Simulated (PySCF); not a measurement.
Molfile (atoms numbered from 1):
```
Al2Cl2H4
     RDKit          3D

  8  8  0  0  0  0  0  0  0  0999 V2000
    1.6143    0.3385   -0.0617 Al  0  0  0  0  0  4  0  0  0  0  0  0
    0.0247   -0.3617   -1.5941 Cl  0  0  0  0  0  0  0  0  0  0  0  0
   -1.6098   -0.3338    0.0494 Al  0  0  0  0  0  4  0  0  0  0  0  0
   -0.0203    0.3665    1.5818 Cl  0  0  0  0  0  0  0  0  0  0  0  0
    2.5798   -0.8730    0.2286 H   0  0  0  0  0  0  0  0  0  0  0  0
    1.9958    1.8299   -0.3998 H   0  0  0  0  0  0  0  0  0  0  0  0
   -2.5754    0.8778   -0.2402 H   0  0  0  0  0  0  0  0  0  0  0  0
   -1.9911   -1.8254    0.3869 H   0  0  0  0  0  0  0  0  0  0  0  0
  1  2  1  0
  2  3  1  0
  3  4  1  0
  4  1  1  0
  1  5  1  0
  1  6  1  0
  3  7  1  0
  3  8  1  0
M  CHG  4   1  -1   2   1   3  -1   4   1
M  END
```

Geometry: PBE0-D3(BJ)/def2-SVP; GIAO shifts from PySCF 2.14.0 with density-fitted response routines, gas phase, non-relativistic, averaged over equivalent atoms.

At PBE0/pcSseg-1 (116 basis functions, 5.2 s wall time on 1 thread of an x86-64 server CPU, shared host):
```tsv
atoms	δ (ppm)
Al1/Al3	78.7
Cl2/Cl4	8.3
H5/H6/H7/H8	4.73
```

δ = σ(ref) − σ, references computed at the same level: ²⁷Al (σref 489.28) vs AlH4-; ³⁵Cl (σref 943.27) against HCl; ¹H (σref 31.27) vs TMS.

Estimate the result of repeating the calculation with B97-2/pcSseg-2.

## Answers


```csv
atoms,δ at B97-2/pcSseg-2,change
Al1/Al3,68.2,-10.5
Cl2/Cl4,7.2,-1.1
H5/H6/H7/H8,4.56,-0.17
```

Chemical shifts δ = σref − σ; ²⁷Al (492.39 ppm) vs AlH4-; ³⁵Cl (936.59 ppm) against HCl; ¹H (31.36 ppm) vs TMS, all at this level.

The largest change is at Al1/Al3 (aluminium bonded to 2 Cl, 2 H, in a 4-membered ring). Cost: 228 basis functions, 14 s wall time on 1 thread of an x86-64 server CPU, shared host.
